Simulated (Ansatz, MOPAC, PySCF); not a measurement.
Complex: CH6OSi (SMILES CO[SiH3]) (first 9 atoms) with CH4 (SMILES C); geometry from B3LYP-D3(BJ)/def2-TZVP, rigid monomers moved along the line of their centres of mass till O2···H11 is 3.75 Å.
(charge 0, multiplicity 1):
```json
[
 {"atom": "C", "x (Å)": "-1.6050", "y (Å)": "-0.4673", "z (Å)": "0.3216"},
 {"atom": "O", "x (Å)": "-0.5492", "y (Å)": "0.4651", "z (Å)": "0.1508"},
 {"atom": "Si", "x (Å)": "0.9489", "y (Å)": "0.0400", "z (Å)": "-0.3829"},
 {"atom": "H", "x (Å)": "-2.4791", "y (Å)": "0.0743", "z (Å)": "0.6816"},
 {"atom": "H", "x (Å)": "-1.8598", "y (Å)": "-0.9563", "z (Å)": "-0.6241"},
 {"atom": "H", "x (Å)": "-1.3413", "y (Å)": "-1.2340", "z (Å)": "1.0566"},
 {"atom": "H", "x (Å)": "1.5554", "y (Å)": "-0.9886", "z (Å)": "0.5000"},
 {"atom": "H", "x (Å)": "1.7615", "y (Å)": "1.2719", "z (Å)": "-0.3719"},
 {"atom": "H", "x (Å)": "0.8809", "y (Å)": "-0.5210", "z (Å)": "-1.7568"},
 {"atom": "C", "x (Å)": "0.0636", "y (Å)": "0.0510", "z (Å)": "4.6995"},
 {"atom": "H", "x (Å)": "-0.1580", "y (Å)": "0.7222", "z (Å)": "3.8717"},
 {"atom": "H", "x (Å)": "-0.8620", "y (Å)": "-0.3843", "z (Å)": "5.0749"},
 {"atom": "H", "x (Å)": "0.7233", "y (Å)": "-0.7437", "z (Å)": "4.3526"},
 {"atom": "H", "x (Å)": "0.5533", "y (Å)": "0.6032", "z (Å)": "5.5006"}
]
```

Interaction energies are E(AB) − E(A) − E(B) at the monomers' geometry in the complex; basis-set methods are counterpoise corrected. Rows marked so take none.

Cores are frozen in the correlated methods. Rows in 6-31G* carry no dispersion term and start afresh at each structure (6-31G* with six Cartesian d functions). The state that AM1 reach isn't checked.

Programs: Ansatz (an electronic-structure program) with Gaussian orbitals; MOPAC for AM1 (differences of heats of formation); PySCF for 6-31G* rows, the dispersion terms. Values without a source in brackets are computed.

| level | interaction energy (kJ/mol) |
|---|---|
| AM1 | 0.1 |
| HF/6-31G* | -0.2 |
| HF/aug-cc-pV(D+d)Z | -0.2 |
| PBE-D3(BJ)/def2-TZVPPD | [?] |
| r2SCAN-D4/def2-TZVPPD | -2.0 |
| B3LYP/6-31G* | 0.2 |
| B3LYP/6-31G* (no counterpoise) | -0.5 |
| B3LYP-D3(BJ)/def2-TZVPPD | -2.0 |
| CCSD(T)/aug-cc-pV(D+d)Z | -1.9 |

**Question.** Complete the blanks.

**Answer.** 
- PBE-D3(BJ)/def2-TZVPPD, interaction energy (kJ/mol): -2.7
